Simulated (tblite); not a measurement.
Run record: nudged-elastic-band run, `FC(F)(F)[C@@H]1CCOC1`.

Computed with GFN2-xTB (tblite), gas phase: nudged elastic band of 9 images (0 to 8), spring 0.2 eV/Å², climbing image at the end, force threshold 0.05 eV/Å. The top image wasn't refined or checked by frequencies; at this threshold it can lie a kcal/mol or more above the true saddle point of the method. A driver script takes a list of jobs; this job's settings line and coordinates (Å) are shown. «atoms» counts from 0 and names the dihedral (F4–C2–C5–C9 when counted from 1); «turn» is the rotation in degrees that makes the guess of the end point.

Command:
```bash
OMP_NUM_THREADS=1 python probes_run.py task.json out
```

Input:
```
{"job": {"kind": "neb", "xc": "GFN2-xTB", "basis": "xTB", "atoms": [3, 1, 4, 8], "turn": 120}, "charge": 0, "multiplicity": 1}
F     -2.221271    -1.459845     0.473122
C     -1.644483    -0.249063     0.533492
F     -1.193019    -0.108459     1.788185
F     -2.630658     0.649641     0.381917
C     -0.556376    -0.084365    -0.510406
C      0.628790    -1.031981    -0.249805
C      1.738230    -0.066342     0.193178
O      1.471763     1.134973    -0.495076
C      0.082284     1.326109    -0.434333
H     -1.021309    -0.267196    -1.480881
H      0.404687    -1.777437     0.510727
H      0.911446    -1.540906    -1.169733
H      2.738850    -0.395937    -0.082524
H      1.689795     0.097512     1.279082
H     -0.197946     1.809059     0.513578
H     -0.208384     1.973179    -1.261933
```

Output:
```
image   E - E0 / eV
  0       0.0000
  1       0.0275
  2       0.0840
  3       0.1363
  4       0.1550
  5       0.1290
  6       0.0738
  7       0.0213
  8       0.0000
```

Task: Read off the barriers.

Result: The highest image is 4: 0.155 eV (3.57 kcal/mol) above the start and 0.155 eV (3.57 kcal/mol) above the end. The band met its force threshold.

Task: Which dihedral does each image have?

Result: 0: 60°, 1: 76°, 2: 90°, 3: 105°, 4: 119°, 5: 134°, 6: 150°, 7: 165°, 8: 179°.

Task: Give the geometry of the highest image and of the end point.

Result: 
Image 4:
```
atom  x, y, z in Å
F1     -1.556   -1.324    1.287
C2     -1.696   -0.213    0.550
F3     -1.864    0.787    1.428
F4     -2.876   -0.339   -0.083
C5     -0.561    0.011   -0.457
C6      0.575   -1.029   -0.377
C7      1.757   -0.198    0.139
O8      1.555    1.085   -0.405
C9      0.184    1.361   -0.270
H10    -1.038   -0.023   -1.439
H11     0.351   -1.871    0.271
H12     0.790   -1.405   -1.377
H13     2.726   -0.556   -0.204
H14     1.749   -0.157    1.238
H15    -0.018    1.785    0.722
H16    -0.086    2.094   -1.031
```

Image 8:
```
atom  x, y, z in Å
F1     -1.165   -0.386    1.761
C2     -1.653   -0.166    0.531
F3     -2.514    0.859    0.642
F4     -2.386   -1.245    0.217
C5     -0.570    0.106   -0.494
C6      0.487   -1.013   -0.512
C7      1.714   -0.322    0.102
O8      1.599    1.030   -0.278
C9      0.246    1.371   -0.120
H10    -1.068    0.216   -1.460
H11     0.176   -1.884    0.060
H12     0.695   -1.318   -1.536
H13     2.662   -0.697   -0.281
H14     1.696   -0.415    1.197
H15     0.039    1.649    0.924
H16     0.033    2.224   -0.765
```

Hardware: one thread of an Intel Xeon at 2.50 GHz, no GPU (shared host). Cost: 7.1 s of wall time, 0.18 GiB resident at most.
